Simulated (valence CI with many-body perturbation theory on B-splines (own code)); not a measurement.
## I XXIII: electric-dipole lines

Computed by valence CI with perturbative core correlation (CI+MBPT): three valence electrons over a frozen Dirac-Fock core [Ar] 3d10, a basis of 11 s, 11 p, 9 d, 7 f, 5 g, 2 h, 1 i functions for each j, with the one-electron correlation potential Σ1, the two-electron term Σ2, the three-electron term Σ3, Breit, model QED; selected CI, second order for the rest (own B-spline code, finite nucleus).

No measured spectrum was set against this ion. As an estimate, levels hold to about 250 cm⁻¹ or 0.2 % of their energy and the worst to 1 %, as in measured heavy ions of charge 2 to 7; those with d or f electrons hold less well.

Lines 1 to 50 of 266 in falling wavelength, among levels below 1920800 cm⁻¹, chosen from the strongest by gf and those to the six lowest levels. Wavelengths and rates use the calculated energies, so an error of 2000 cm⁻¹ moves a line at 39.06 nm by 0.78 % and its rate by three times that or more. Electric multipoles are in the length gauge, E1 and E2 with the static RPA response of the core. Weak lines are less certain than strong ones. Lines between different terms over intervals too small for the method are left out, as are lines whose strength nearly cancels. Where a level lies close to another of its J and parity, the split of strength between their lines is uncertain. The highest levels of a list are the least certain.

Levels are named by their leading jj configuration (3d3/2^4 stands for four electrons in 3d with j = 3/2), which in mixed levels can hold well under half, so a name can repeat and another be missing. Letters in brackets count levels of one name in rising energy.

```
λ vac (nm)                          Upper                       Lower   A (s⁻¹)  S (a.u.) with core polarisation  S without
     39.06             (4s 4p1/2^2) J=1/2          (4s^2 4p3/2) J=3/2  8.59e+07                         5.05e-03   5.49e-03
     32.29      (4p1/2 4p3/2 4d3/2) J=7/2  (4s 4p3/2 4d3/2) J=5/2 [b]  1.63e+09                         2.17e-01   2.36e-01
     31.42  (4p1/2 4p3/2 4d5/2) J=7/2 [b]  (4s 4p3/2 4d5/2) J=5/2 [b]  1.57e+09                         1.92e-01   2.09e-01
     29.64     (4s 4p1/2 4p3/2) J=3/2 [a]          (4s^2 4p3/2) J=3/2  3.31e+08                         1.70e-02   1.85e-02
     29.22          (4p1/2 4p3/2^2) J=5/2          (4s 4p3/2^2) J=3/2  4.50e+09                         3.33e-01   3.63e-01
     27.69      (4p1/2 4p3/2 4d5/2) J=9/2  (4s 4p3/2 4d5/2) J=7/2 [b]  3.32e+09                         3.49e-01   3.80e-01
     27.00         (4s 4p1/2 4p3/2) J=5/2          (4s^2 4p3/2) J=3/2  2.60e+09                         1.52e-01   1.65e-01
     26.61  (4p1/2 4p3/2 4d5/2) J=7/2 [b]  (4s 4p3/2 4d5/2) J=7/2 [c]  2.40e+09                         1.79e-01   1.95e-01
     26.60          (4p1/2^2 4p3/2) J=3/2      (4s 4p1/2 4p3/2) J=1/2  4.90e+09                         1.82e-01   1.98e-01
     26.53  (4p1/2 4p3/2 4d5/2) J=7/2 [b]  (4s 4p3/2 4d3/2) J=5/2 [b]  2.61e+09                         1.92e-01   2.09e-01
     26.24             (4s 4p1/2^2) J=1/2          (4s^2 4p1/2) J=1/2  3.32e+09                         5.91e-02   6.43e-02
     25.85          (4p1/2^2 4d5/2) J=5/2  (4s 4p1/2 4d5/2) J=5/2 [b]  3.92e+09                         2.00e-01   2.18e-01
     25.70      (4p1/2 4p3/2 4d3/2) J=5/2  (4s 4p3/2 4d3/2) J=5/2 [a]  4.32e+09                         2.17e-01   2.37e-01
     25.27          (4p1/2^2 4d3/2) J=3/2      (4s 4p1/2 4d3/2) J=1/2  4.98e+09                         1.59e-01   1.73e-01
     24.90  (4p1/2 4p3/2 4d3/2) J=3/2 [a]      (4s 4p3/2 4d3/2) J=3/2  4.97e+09                         1.51e-01   1.65e-01
     24.87      (4p1/2 4p3/2 4d3/2) J=7/2  (4s 4p3/2 4d5/2) J=7/2 [a]  3.27e+09                         1.99e-01   2.16e-01
     24.53          (4p1/2 4p3/2^2) J=1/2          (4s 4p3/2^2) J=1/2  1.49e+10                         2.17e-01   2.37e-01
     24.52          (4p1/2^2 4p3/2) J=3/2  (4s 4p1/2 4p3/2) J=3/2 [b]  4.78e+09                         1.39e-01   1.52e-01
     24.43  (4p1/2 4p3/2 4d5/2) J=3/2 [b]  (4s 4p3/2 4d3/2) J=1/2 [b]  6.16e+09                         1.77e-01   1.93e-01
     24.36  (4p1/2 4p3/2 4d5/2) J=5/2 [c]  (4s 4p3/2 4d5/2) J=7/2 [c]  7.14e+09                         3.06e-01   3.33e-01
     24.03  (4p1/2 4p3/2 4d5/2) J=3/2 [a]  (4s 4p3/2 4d5/2) J=5/2 [a]  8.69e+09                         2.38e-01   2.59e-01
     23.96  (4p1/2 4p3/2 4d5/2) J=5/2 [a]  (4s 4p3/2 4d5/2) J=5/2 [a]  5.77e+09                         2.35e-01   2.56e-01
     23.81     (4s 4p1/2 4d5/2) J=5/2 [b]          (4s^2 4d3/2) J=3/2  3.90e+09                         1.56e-01   1.70e-01
     23.53          (4p3/2^2 4d3/2) J=5/2  (4s 4p3/2 4d5/2) J=3/2 [b]  3.87e+09                         1.49e-01   1.63e-01
     23.44     (4s 4p1/2 4p3/2) J=3/2 [b]          (4s^2 4p3/2) J=3/2  1.66e+09                         4.21e-02   4.58e-02
     23.08          (4p3/2^2 4d3/2) J=7/2  (4s 4p3/2 4d5/2) J=5/2 [b]  3.90e+09                         1.89e-01   2.07e-01
     23.03      (4p1/2 4p3/2 4d5/2) J=9/2  (4s 4p3/2 4d5/2) J=7/2 [a]  3.97e+09                         2.39e-01   2.61e-01
     22.89          (4p1/2 4p3/2^2) J=3/2          (4s 4p3/2^2) J=5/2  1.05e+10                         2.49e-01   2.72e-01
     22.60          (4p1/2 4p3/2^2) J=5/2          (4s 4p3/2^2) J=5/2  1.17e+10                         3.98e-01   4.34e-01
     22.59          (4p1/2^2 4d5/2) J=5/2  (4s 4p1/2 4d5/2) J=5/2 [a]  4.32e+09                         1.47e-01   1.61e-01
     22.39      (4p1/2 4p3/2 4d3/2) J=7/2  (4s 4p1/2 4d5/2) J=5/2 [b]  3.39e+09                         1.50e-01   1.65e-01
     22.36  (4p1/2 4p3/2 4d5/2) J=7/2 [a]      (4s 4p3/2 4d5/2) J=9/2  1.49e+10                         6.57e-01   7.15e-01
     22.31  (4p1/2 4p3/2 4d5/2) J=5/2 [c]  (4s 4p3/2 4d5/2) J=3/2 [a]  3.97e+09                         1.30e-01   1.42e-01
     22.16          (4p1/2^2 4d5/2) J=5/2      (4s 4p1/2 4d5/2) J=7/2  1.78e+10                         5.73e-01   6.23e-01
     22.13          (4p3/2^2 4d5/2) J=9/2  (4s 4p3/2 4d5/2) J=7/2 [c]  8.52e+09                         4.56e-01   4.97e-01
     22.10          (4p1/2^2 4d3/2) J=3/2      (4s 4p1/2 4d3/2) J=5/2  1.58e+10                         3.37e-01   3.67e-01
     21.81         (4s 4p1/2 4p3/2) J=1/2          (4s^2 4p3/2) J=3/2  4.86e+09                         4.98e-02   5.41e-02
     21.62     (4s 4p1/2 4p3/2) J=3/2 [a]          (4s^2 4p1/2) J=1/2  8.33e+07                         1.66e-03   1.81e-03
     21.55      (4p1/2 4p3/2 4d5/2) J=9/2      (4s 4p3/2 4d5/2) J=9/2  1.33e+10                         6.59e-01   7.18e-01
     21.55          (4p1/2^2 4p3/2) J=3/2      (4s 4p1/2 4p3/2) J=5/2  2.42e+10                         4.77e-01   5.19e-01
     21.45          (4p3/2^2 4d5/2) J=7/2  (4s 4p3/2 4d5/2) J=7/2 [b]  4.85e+09                         1.89e-01   2.06e-01
     21.31          (4p1/2 4p3/2^2) J=3/2      (4s 4p1/2 4p3/2) J=1/2  7.85e+09                         1.50e-01   1.63e-01
     21.17          (4p3/2^2 4d5/2) J=9/2  (4s 4p3/2 4d5/2) J=7/2 [b]  6.77e+09                         3.17e-01   3.46e-01
     21.07  (4p1/2 4p3/2 4d5/2) J=5/2 [b]  (4s 4p3/2 4d5/2) J=7/2 [a]  1.57e+10                         4.34e-01   4.72e-01
     21.06          (4p1/2^2 4d3/2) J=3/2      (4s 4p1/2 4d3/2) J=3/2  9.01e+09                         1.66e-01   1.81e-01
     20.80  (4p1/2 4p3/2 4d3/2) J=3/2 [b]  (4s 4p3/2 4d3/2) J=5/2 [a]  1.22e+10                         2.17e-01   2.36e-01
     20.74  (4p1/2 4p3/2 4d3/2) J=1/2 [b]      (4s 4p3/2 4d3/2) J=3/2  1.55e+10                         1.36e-01   1.48e-01
     20.62            (4p3/2^3) J=3/2 [a]          (4s 4p3/2^2) J=3/2  1.30e+10                         2.25e-01   2.45e-01
     20.37          (4p3/2^2 4d3/2) J=7/2  (4s 4p3/2 4d5/2) J=7/2 [c]  8.01e+09                         2.68e-01   2.91e-01
     20.37             (4s 4p3/2^2) J=5/2          (4s^2 4p3/2) J=3/2  8.37e+09                         2.09e-01   2.28e-01
```
